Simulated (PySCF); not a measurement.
Geometry (Å), atoms numbered from 1 in this order:
```xyz
16

C    -1.2463    1.4080    0.4212
C    -1.1033    0.1951   -0.4873
C    -1.0331   -1.1184    0.3283
O     0.3199   -1.4428    0.5178
Si    1.2582   -0.6227   -0.5316
N     2.5027    0.2116    0.2960
F     1.8570   -1.5605   -1.6988
O     0.0978    0.2830   -1.2205
H    -0.4449    1.4000    1.1564
H    -2.2080    1.3909    0.9271
H    -1.1675    2.3162   -0.1704
H    -1.9246    0.1595   -1.2106
H    -1.5154   -1.9362   -0.2153
H    -1.5049   -1.0056    1.3063
H     2.8066   -0.1660    1.1783
H     3.2983    0.4966   -0.2494
```

Geometry: GFN2-xTB; GIAO shifts from PySCF, gas phase, non-relativistic, averaged over equivalent atoms.

At PBE0/def2-SVP (156 basis functions, 19 s wall time on 1 thread of an Arm Neoverse V1, shared host):
```csv
atoms,δ (ppm)
C2,69.1
C3,66.8
C1,24.3
O8,67.1
O4,36.3
Si5,-50.9
N6,14.9
F7,-115.8
H12,4.23
H13,4.06
H14,3.55
H9/H10/H11,1.10
H15/H16,0.62
```

Referencing at the same level of theory: 13C (σ = 196.16 ppm) and 29Si (σ = 403.74 ppm) and 1H (σ = 31.81 ppm) against TMS; 17O (σ = 344.62 ppm) vs H2O; NH3 for 15N (σ = 271.96 ppm); 19F (σ = 208.86 ppm) vs CFCl3.

Question: Predict the values at PBE0/pcSseg-1 on the same geometry.

Answer: 
| atoms | δ at PBE0/pcSseg-1 | change |
| --- | --- | --- |
| C2 | 73.5 | +4.4 |
| C3 | 71.8 | +5.0 |
| C1 | 25.8 | +1.5 |
| O8 | 72.9 | +5.8 |
| O4 | 36.9 | +0.6 |
| Si5 | -40.4 | +10.5 |
| N6 | 20.3 | +5.4 |
| F7 | -142.9 | -27.1 |
| H12 | 4.38 | +0.15 |
| H13 | 4.33 | +0.27 |
| H14 | 3.69 | +0.14 |
| H9/H10/H11 | 1.28 | +0.18 |
| H15/H16 | 0.94 | +0.32 |

Chemical shifts δ = σref − σ; TMS for 13C (186.93 ppm) and 29Si (349.16 ppm) and 1H (31.72 ppm); 17O (336.08 ppm) vs H2O; NH3 for 15N (267.73 ppm); CFCl3 for 19F (170.95 ppm), all at this level.

The largest change is at F7 (fluorine bonded to Si). Cost: 183 basis functions, 25 s wall time on 1 thread of an x86-64 server CPU, shared host. The order of the carbon signals is the same at both levels.

Unscaled 19F shifts against computed CFCl3 carry errors that often reach 10 to 50 ppm. Experimental scales use liquid or dissolved standards, which lie at an offset from isolated NH3 (liquid NH3: subtract about 20 ppm) and H2O (liquid H2O: subtract about 36 ppm).
